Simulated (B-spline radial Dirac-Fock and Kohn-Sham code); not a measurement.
## Sr⁶⁺: input and output of one calculation

ΔSCF core binding energies without Breit or QED terms, calculated with a B-spline atomic structure program. Keys: rel is the Hamiltonian (dirac, or spin-free x2c and nr, where L3 and M5 stand for the whole 2p and 3d shells), method is hf or an exchange,correlation pair (spin-unpolarised, also for the hole states), nuc the nuclear model, radius_factor scales its radius, rmax is the box in bohr, h the logarithmic mesh step, order the B-spline order, points the quadrature points per cell, c_factor scales the speed of light, and damp, ndamp, maxit and tol steer the iteration. The run stops when the commutator error falls below 10·tol·max(1, Z/10), or the numerical noise floor, and the energy has settled to about 1e-8 Ha; the virial ratio is −V/T.

Input (task.json):

```json
{"items": [{"Z": 38, "q": 6, "cfg": [[1, 0, 2], [2, 0, 2], [2, 1, 6], [3, 0, 2], [3, 1, 6], [3, 2, 10], [4, 0, 2], [4, 1, 2]], "A": 88, "rrms": 4.224, "do": "settings", "holes": ["K", "L3", "M5"],
  "settings": [{"rel": "dirac", "method": "hf", "nuc": "fermi", "radius_factor": 1.0, "rmax": 45.0, "h": 0.3, "order": 8, "points": 10, "c_factor": 1.0, "maxit": 60, "damp": 0.5, "ndamp": 3, "tol": 1e-08, "cfg": "1s2 2s2 2p6 3s2 3p6 3d10 4s2 4p7"}]}]}
```

Command: `python xray2_run.py task.json out`

The program stops without a result: overfilled shell.

Task: One setting is unsound. Which, and why?

Result: cfg puts more electrons in a shell than it can hold. With the default settings (Dirac Hartree-Fock): The ground state converged in 9 iterations, with total energy -3168.11185 Ha, virial ratio 1.97042 and highest orbital energy -102.57 eV. ΔSCF binding energies: K (1s) 16246.7 eV, L3 (2p3/2) 2044.2 eV, M5 (3d5/2) 230.6 eV.
